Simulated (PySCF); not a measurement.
## A small calculation by hand: oscillator strength and radiative lifetime

AlHCl2, SMILES [Cl][AlH][Cl].

Geometry: PBE0-D3(BJ)/def2-TZVP.

TDA-CAM-B3LYP/def2-SVPD (PySCF 2.14.0) puts the first singlet state with f over 0.02 at 7.60 eV (vertical), with the transition dipole (0.000, 0.668, 0.000) in atomic units.

**Question.** Find the oscillator strength, the wavelength and the radiative lifetime that this transition would have in vacuum if emission retraced absorption.

**Answer.** 
|μ|² = 0.4462 au, so |μ| = 1.70 D. ΔE = 7.60/27.211 = 0.2793 hartree. f = (2/3) ΔE |μ|² = 0.083 (the program prints 0.083).
λ = 1239.84/7.60 = 163 nm; ν = 61298 cm⁻¹.
Einstein's coefficient A = 0.6670 ν² f s⁻¹ (ν in cm⁻¹) = 2.1e8 s⁻¹, so τ = 1/A = 4.8 ns. This state is S4; the lower singlets have f = 0.013, 0.000, 0.019. The figure is the radiative limit of this one transition; relaxation, internal conversion, crossing to triplets and a medium change what is measured.
